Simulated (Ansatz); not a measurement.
GeH$_{8}$OSi$_{2}$ (`[OH][GeH2][SiH2][SiH3]`), relaxed with RKS PBE-D4/def2-SVP in Ansatz from a rough embedded geometry. The force threshold is 0.03 eV/Å; the program also tests the step.

The species carries charge 0 and has multiplicity 1.

Start:

```xyz
12

O     0.933   -2.069    0.969
Ge   -0.512   -1.710    0.055
Si   -0.942    0.526    0.325
Si    0.775    1.748   -0.484
H     1.689   -1.578    0.572
H    -1.715   -2.553    0.564
H    -0.289   -2.009   -1.472
H    -1.209    0.845    1.680
H    -2.195    0.884   -0.487
H     1.009    1.413   -1.831
H     1.960    1.345    0.385
H     0.496    3.157   -0.274
```

(1) How much energy does the relaxation release, and in how many steps? (Estimate.)

(2) Which bonds change most? (Best estimate.)

(3) Give the relaxed structure. (Estimate.)

Results:

(1) Ansatz gave: 10.60 kcal/mol, in 15 steps, 3 of them rejected.

(2) The calculation gave: Ge2–Si3 from 2.293 to 2.406 Å; Si4–H10 from 1.408 to 1.506 Å; Si3–Si4 from 2.257 to 2.352 Å; Si3–H8 from 1.418 to 1.507 Å.

(3) The calculation gave: 
```xyz
12

O     1.034   -2.053    0.859
Ge   -0.556   -1.768    0.035
Si   -1.100    0.566    0.248
Si    0.819    1.758   -0.405
H     1.705   -1.422    0.537
H    -1.521   -2.716    0.791
H    -0.473   -2.181   -1.469
H    -1.435    0.887    1.682
H    -2.272    0.942   -0.622
H     1.071    1.541   -1.874
H     2.004    1.209    0.352
H     0.722    3.235   -0.134
```
